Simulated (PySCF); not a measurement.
# Sb⁺ (antimony, charge +1): B3LYP calculation

Configuration: [Kr] 4d10 5s2 5p2, high-spin 3P determinant. Calculation: PySCF 2.14, in def2-TZVP with the def2 core potential (28 electrons) (6s5p3d2f, 50 functions); a scalar-relativistic core potential.

| Item | Value |
| --- | --- |
| Total energy | -239.9655 hartree |
| One-electron energy | -412.5438 hartree |
| Hartree (Coulomb) energy | 191.7731 hartree |
| Exchange-correlation energy | -19.1947 hartree |
| ⟨S²⟩ | 2.0018 |
| ⟨L²⟩ | 2.006 |
| Sum of ⟨r⟩ | 26.84 bohr |
| Sum of ⟨r²⟩ | 45.55 bohr² |
| Traceless quadrupole moment −½Σ⟨3z² − r²⟩ along its main axis | 3.07 e·bohr² |
| Time after the integrals | 0.42 s of wall time on 1 thread of Neoverse-V2 (shared host) |

```json
{"shell": "4s α", "electrons": "1", "mean orbital energy (hartree)": "-6.04287", "spread (hartree)": "0", "rms radius, mean of both spins (bohr)": "0.846"}
{"shell": "4s β", "electrons": "1", "mean orbital energy (hartree)": "-6.03706", "spread (hartree)": "0", "rms radius, mean of both spins (bohr)": "0.846"}
{"shell": "4p α", "electrons": "3", "mean orbital energy (hartree)": "-4.26823", "spread (hartree)": "0.01352", "rms radius, mean of both spins (bohr)": "0.917"}
{"shell": "4p β", "electrons": "3", "mean orbital energy (hartree)": "-4.26243", "spread (hartree)": "0.01995", "rms radius, mean of both spins (bohr)": "0.917"}
{"shell": "4d α", "electrons": "5", "mean orbital energy (hartree)": "-1.62296", "spread (hartree)": "0.01576", "rms radius, mean of both spins (bohr)": "1.11"}
{"shell": "4d β", "electrons": "5", "mean orbital energy (hartree)": "-1.61487", "spread (hartree)": "0.02263", "rms radius, mean of both spins (bohr)": "1.11"}
{"shell": "5s α", "electrons": "1", "mean orbital energy (hartree)": "-0.82641", "spread (hartree)": "0", "rms radius, mean of both spins (bohr)": "2.30"}
{"shell": "5s β", "electrons": "1", "mean orbital energy (hartree)": "-0.76548", "spread (hartree)": "0", "rms radius, mean of both spins (bohr)": "2.30"}
{"shell": "5p α", "electrons": "2", "mean orbital energy (hartree)": "-0.49051", "spread (hartree)": "0", "rms radius, mean of both spins (bohr)": "2.84"}
```

Energies and moments cover only the electrons outside the core potential.
